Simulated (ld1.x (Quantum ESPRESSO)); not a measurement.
Which change was made? (Br, TM)

bromine (Br), norm-conserving Troullier–Martins (Kleinman–Bylander form), made with ld1.x (Quantum ESPRESSO) 7.5 (PBE, scalar-relativistic). Core [Ar] 3d10, reference 4s2 4p5. Waves: 4p (bound): rc 1.25 bohr; 4d channel at -0.15 Ry: rc 1.00 bohr; 4s (bound): rc 1.05 bohr. Local part: the s channel. Core correction: none.

Cutoffs, loose and tight: the cutoffs (Ry, on a coarse ladder) from which the occupation-weighted sum of valence levels, in a spherical-Bessel basis at the reference potential, stays within 10 and 1 mRy of its value at 400 Ry. They do not see the model core or the augmentation charge, which bear on the density cutoff. Test errors are all-electron minus pseudo excitation energies from the reference, over the configurations 4s2 4p4; 4s2 4p3; 4s2 4p2; 4s1 4p6; 4s2 4p4.5; 4s1 4p5; 4s2 4p5.3; variants that change the core or the reference have their own tests.

The base gives: outcome: generated; cutoff, loose: 120 Ry; cutoff, tight: 300 Ry; bound ghosts: p; largest test error (meV): -85.

(1) After one change the result is: outcome: generated; cutoff, loose: 110 Ry; cutoff, tight: 230 Ry; bound ghosts: p; largest test error (meV): -136. Which change was it?
A. all radii scaled by about 1.20 (s 1.26, p 1.50, d 1.20 bohr)
B. wave 4p (bound): rc 1.25 bohr becomes 4p (bound): rc 1.72 bohr
C. wave 4s (bound): rc 1.05 bohr becomes 4s (bound): rc 1.10 bohr

## Answers

(1) C. The others give: wave 4p (bound): rc 1.25 bohr becomes 4p (bound): rc 1.72 bohr → outcome: generated; cutoff, loose: 100 Ry; cutoff, tight: 300 Ry; bound ghosts: p; largest test error (meV): -73 | all radii scaled by about 1.20 (s 1.26, p 1.50, d 1.20 bohr) → outcome: generated; cutoff, loose: 50 Ry; cutoff, tight: 100 Ry; bound ghosts: p, d; largest test error (meV): -69.
